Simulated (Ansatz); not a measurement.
# GeH3F (fluorogermane): methods side by side

GeH3F: 5 atoms, total charge 0, spin state singlet. SMILES: `[F][GeH3]`. The coordinates come from a PBE0-D4/def2-TZVP relaxation.

```xyz
5

F    -1.0465    0.4743    1.1622
Ge    0.0682   -0.0416   -0.0728
H     1.3310   -0.5120    0.6586
H    -0.6278   -1.1780   -0.8312
H     0.3251    1.1836   -0.9581
```

Quantity: the energy change with the Ge2–H3 bond stretched from 1.533 to 3.833 Å, in eV. The values are calculated.

| level | kind | program | value (eV) | less FCI/STO-3G | CPU time (all runs) |
| --- | --- | --- | --- | --- | --- |
| PBE/STO-3G (restricted) | GGA | Ansatz | 6.24 | +1.53 | 2.9 s |
| PBE0/STO-3G (restricted) | global hybrid | Ansatz | 7.37 | +2.66 | 2.8 s |
| CAM-B3LYP/STO-3G (restricted) | range-separated hybrid | Ansatz | 7.95 | +3.24 | 3.3 s |
| HSE06/STO-3G (restricted) | range-separated hybrid | Ansatz | 7.31 | +2.60 | 3.4 s |
| wB97M-V/STO-3G (restricted) | range-separated hybrid | Ansatz | 8.16 | +3.45 | 38 s |
| RPA@PBE/STO-3G (restricted) | RPA | Ansatz | 5.44 | +0.73 | 5.4 s |
| CCSDT/STO-3G (restricted) | coupled cluster or CI | Ansatz | 4.74 | +0.03 | 1.3 s |
| FCI/STO-3G | exact in the basis | Ansatz | 4.71 | 0.00 | 27 s |

FCI/STO-3G is exact within its basis and frozen core, so for wave-function methods in that basis the difference is their error; functionals converge differently with the basis, so for them it is only a difference. All-electron rows without a relativistic Hamiltonian named are non-relativistic. The first shape isn't each level's own minimum. The values span 4.71 to 8.16 eV. All rows use very small basis sets, so even the best lies far from the true value. In the correlated wave-function rows the outer d shell of Ge is correlated, in sets not made for it. Times are those of the runs behind each value, whatever else they computed, on shared processors of several kinds: orders of magnitude only.
